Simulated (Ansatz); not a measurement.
H5BeGeN, singlet, geometry from GFN2-xTB (such geometries of metal compounds can be far from the true shape); CAM-B3LYP/pcseg-1 (Ansatz, a first-principles code).

Here is a job for Ansatz.
Ansatz 0.2 input:
```yaml
crystal:
  periodic: [false, false, false]
  atoms:
    - {symbol: Be, position_ang: [-0.09448704, 1.09653898, -0.68806180]}
    - {symbol: N, position_ang: [-0.19264998, 2.36030608, -1.49252466]}
    - {symbol: H, position_ang: [-0.51658645, 3.26261391, -1.18136680]}
    - {symbol: H, position_ang: [0.05132331, 2.48926760, -2.46195847]}
    - {symbol: Ge, position_ang: [0.05794024, -0.70791547, 0.44746655]}
    - {symbol: H, position_ang: [0.89634243, -1.84399643, -0.07784886]}
    - {symbol: H, position_ang: [0.62540161, -0.66304486, 1.84195088]}
    - {symbol: H, position_ang: [-1.18407040, -1.49984343, 0.76021324]}
basis:
  gaussian:
    orbitals: pcseg-1.json
hamiltonian:
  xc: cam_b3lyp
```
The basis file holds pcseg-1 in the JSON format of the Basis Set Exchange.

The log (banner, timings and long lists left out):

```
Functional definition: CAM-B3LYP
774 factors; integrals over basis functions are off by at most 6.6e-4 eV
262 factors; integrals over basis functions are off by at most 1.6e-5 eV
mean field evaluation 1: about -58481.1405 eV, gradient 5.4e1 eV
mean field evaluation 2: about -58476.6606 eV, gradient 6.9e1 eV
mean field evaluation 4: about -58487.1361 eV, gradient 5.6e-1 eV
mean field evaluation 8: about -58487.1901 eV, gradient 3.9e-2 eV
mean field -58487.19014553 eV, -2149.3645938067 hartree, gradient 2.4e-5 eV, S^2 0.000000; 0 other end points of the search recorded, 0 dependent functions left out
reference -58487.19027180 eV, -2149.3645984472 hartree; 24, 24 occupied and 51, 51 virtual orbitals, 774 factors
Total energy: -58487.19027180 eV, -2149.3645984472 hartree
```
